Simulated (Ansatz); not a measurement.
CH$_{3}$AlBrF. The species carries charge 0 and has multiplicity 1. The bonds changed during the relaxation, so this is another structure than the one it started from.

```tsv
atom	x (Å)	y (Å)	z (Å)
F1	1.465	-0.777	1.150
C2	0.541	0.112	0.766
Al3	-0.882	-0.314	-0.553
Br4	1.225	1.072	-0.978
H5	0.541	0.952	1.462
H6	-0.762	-1.701	-1.295
H7	-2.130	0.656	-0.552
```

(1) List the harmonic frequencies (cm⁻¹, unscaled) at PBE0-D4/def2-TZVP in Ansatz. (Best estimate.)

(2) Is this a minimum?

(3) Give the ideal-gas thermochemistry at 298.15 K and 1 bar (rigid rotor, harmonic oscillator; point group C1, symmetry number 1).

(4) And at 400, 500, 600, 800 and 1000 K?

(5) Rotational constants (cm⁻¹)?

Answers

(1) Ansatz gave: 166, 208, 255, 352, 467, 476, 592, 628, 741, 1018, 1172, 1347, 1945, 1964, 3121.

(2) Yes, all 15 modes are real.

(3) Zero-point energy 86.4 kJ/mol; H(298) − E = 104.1 kJ/mol; entropy 326.3 J/(mol·K), of which translation 170.6, rotation 113.3, vibration 42.5; G(298) − E = 6.9 kJ/mol.

(4) 
| T (K) | H − E (kJ/mol) | S (J/mol/K) | G − E (kJ/mol) |
| --- | --- | --- | --- |
| 400 | 113.8 | 354.2 | -27.8 |
| 500 | 124.4 | 377.8 | -64.5 |
| 600 | 135.9 | 398.6 | -103.3 |
| 800 | 160.6 | 434.1 | -186.7 |
| 1000 | 187.1 | 463.6 | -276.5 |

(5) 0.1411, 0.09539, 0.06123.
